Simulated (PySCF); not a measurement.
Compound: Ge2H7N.
Atom-mapped SMILES: `[GeH3:1][NH:2][GeH3:3]` (hydrogens: H4, H5, H6 on Ge1; H7 on N2; H8, H9, H10 on Ge3)

Cartesian coordinates in Å at the PBE0-D3(BJ)/def2-SVP level; atoms count from 1:
```xyz
10
Ge2H7N angstrom
Ge    -1.6292   -0.4233   -0.4017
N      0.0616    0.2746   -0.2719
Ge     1.6415   -0.6383   -0.4530
H     -1.5964   -1.4624   -1.5362
H     -2.5982    0.7279   -0.7330
H     -2.1058   -1.1154    0.8981
H      0.1274    1.1532    0.2333
H      1.4431   -1.6523   -1.5935
H      2.0561   -1.4000    0.8289
H      2.7434    0.3801   -0.8026
```

Method used: core-valence-separated Tamm–Dancoff BHandHLYP/aug-pcX-1 (pcseg-1 on H, def2-SVPD on Ge) in PySCF, non-relativistic, gas phase, PBE0-D3(BJ)/def2-SVP geometry.

Computed nitrogen K-edge spectrum, Gaussian lines of 0.6 eV full width, highest printed point 100; it ends one width below the last computed root. BHandHLYP without relativity tends to put these K edges a few eV too low, so spacings mean more than positions.

photon energy (eV), absorption and a bar:
```
    397.8          0 
    397.9          0 
    398.0          0 
    398.1          1 
    398.2          1 
    398.3          2 #
    398.4          3 #
    398.5          4 #
    398.6          5 #
    398.7          4 #
    398.8          3 #
    398.9          3 #
    399.0          2 #
    399.1          4 #
    399.2          8 ##
    399.3         17 #####
    399.4         33 ##########
    399.5         54 ################
    399.6         76 #######################
    399.7         94 ############################
    399.8        100 ##############################
    399.9         92 ############################
    400.0         74 ######################
    400.1         53 ################
    400.2         36 ###########
    400.3         27 ########
    400.4         24 #######
    400.5         26 ########
    400.6         28 #########
    400.7         29 #########
    400.8         28 ########
    400.9         25 #######
    401.0         21 ######
    401.1         18 #####
```

Question: Assign the maxima to core holes.

Answer: 3 maxima:
- 398.6 eV: N2 (nitrogen bonded to 2 Ge and H), 398.60 eV, f = 0.003, 100 % of the height at the exact maximum
- 399.8 eV: N2 (nitrogen bonded to 2 Ge and H), 399.84 eV, f = 0.044, 60 % of the height at the exact maximum; N2 (nitrogen bonded to 2 Ge and H), 399.72 eV, f = 0.029, 40 % of the height at the exact maximum
- 400.7 eV: N2 (nitrogen bonded to 2 Ge and H), 400.71 eV, f = 0.012, 57 % of the height at the exact maximum; N2 (nitrogen bonded to 2 Ge and H), 400.55 eV, f = 0.008, 34 % of the height at the exact maximum

Roots within 0.03 eV on the same or equivalent atoms count as one line; shares under 12 % aren't listed.

Vibrational structure and lifetime widths aren't in the curve. The ionisation threshold wasn't computed; near and above it a finite basis only mimics Rydberg series and continuum. Relativistic effects, spin–orbit coupling among them, are left out although an element past zinc is present.

Hardware: one thread of an Arm Neoverse V1, shared host with 64 logical CPUs at a one-minute load of 38. Cost: 5.6 s of wall time, 0.63 GiB resident at most.
